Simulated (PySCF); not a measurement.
A structure optimised at PBE0-D3(BJ)/def2-SVP, used in a PySCF frequency run:

```
Ga
O 1 1.7918
H 2 0.9620 1 114.96
H 1 1.5721 2 116.87 3 0.00
C 1 1.9525 4 129.11 2 180.00
H 5 1.0992 1 110.23 4 180.00
H 5 1.1012 6 108.89 1 121.65
H 5 1.1012 6 108.89 7 116.71
```

Question: Write its SMILES, formula and point group.

Answer: [CH3][GaH][OH], CH5GaO, Cs

Question: What are its rotational constants (standard atomic weights)?

Answer: 17.177, 5.7578, 4.4322 GHz
